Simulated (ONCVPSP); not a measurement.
**Before and after: ONCV potential for calcium (Ca)**

calcium (Ca), optimised norm-conserving Vanderbilt (ONCV), made with ONCVPSP 4.0.1 (PBEsol, scalar-relativistic). Core [Ne], reference 3s2 3p6 4s1.5 (charge +0.5). Waves: 3s+4s: rc 1.50 bohr, ncon 3, nbas 7, qcut 9.9 1/bohr, 2 projectors; 3p: rc 1.40 bohr, ncon 4, nbas 9, qcut 12 1/bohr, 2 projectors, debl 2.1 Ha; d scattering state at 0.07 Ha: rc 1.35 bohr, ncon 4, nbas 8, qcut 6.6 1/bohr, 2 projectors, debl 2.4 Ha; f scattering state at 0.2 Ha: rc 1.40 bohr, ncon 4, nbas 7, qcut 6.8 1/bohr, 2 projectors, debl 0.6 Ha. Local part: polynomial inside 1.20 bohr (lpopt 5, dvloc0 4 Ha). Core correction: Teter function, fcfact 5, rcfact 1.4.

In the d channel the program set the typed energies aside and used 0.050, 2.450 Ha.

Change: s: qcut 8.3; p: qcut 10; d: qcut 5.5; f: qcut 5.7.

Cutoffs: the cutoffs (Ha) at which the residual kinetic energy of the hardest occupied pseudo-wave falls to 1 and 0.1 mHa per electron; they do not see the model core or the augmentation charge, which bear on the density cutoff. Errors are all-electron minus pseudo energies relative to the spin-unpolarised reference configuration.

Predict the effect on cutoff, ghosts and configuration errors.

The potential gets softer (30 Ha and 40 Ha → 23 Ha and 34 Ha); of the 4 tests that both files solve, the error grows in 1 and shrinks in 0 by more than 15 % and 0.3 meV (median size 0.3 → 0.4 meV); neither file shows a bound ghost.

```tsv
quantity	base	changed
cutoff, loose	30 Ha	23 Ha
cutoff, tight	40 Ha	34 Ha
loose cutoff by channel	s 28 Ha, p 30 Ha	s 22 Ha, p 23 Ha
bound ghosts	none	none
GHOST(+) flags under 300 eV	none	none
error for 3s2 3p6 4s2, meV [ΔE -2.50 eV]	+0.1	+0.1
error for 3s2 3p6 4s1, meV [ΔE 3.80 eV]	-0.1	-0.1
error for 3s2 3p6 4s0, meV [ΔE 15.48 eV]	-0.5	-0.7
error for 3s2 3p5 4s2, meV [ΔE 32.10 eV]	+4.2	+6.5
s: phases at 1.53 bohr within 0.05 rad from the reference energy up to (Ha; the scan ends near 5)	to the end of the scan	to the end of the scan
p: phases at 1.42 bohr within 0.05 rad from the reference energy up to (Ha; the scan ends near 5)	to the end of the scan	to the end of the scan
d: phases at 1.37 bohr within 0.05 rad from the reference energy up to (Ha; the scan ends near 5)	to the end of the scan	to the end of the scan
f: phases at 1.42 bohr within 0.05 rad from the reference energy up to (Ha; the scan ends near 5)	to the end of the scan	to the end of the scan
rms error of d²Exc/dni dnj with the model core, mHa	0.35	0.70
```
